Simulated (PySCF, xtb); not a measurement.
GeCl₂, SMILES [Cl][Ge][Cl] (connectivity only; charge and spin as stated), neutral, multiplicity 1.

GFN2-xTB (xtb) at its own geometry gives an orbital gap of 3.77 eV and a dipole moment of 2.70 D.

The structure is a stationary point at PBE0-D3(BJ)/def2-TZVP. The isomer is the one that the SMILES or the coordinates give; other isomers of the formula were not compared.

What does PySCF with B3LYP/def2-TZVPD give? (Estimate from the structure and the level; the computed values follow.)

gap 4.65 eV (levels -7.98 and -3.34 eV), dipole 2.03 D.
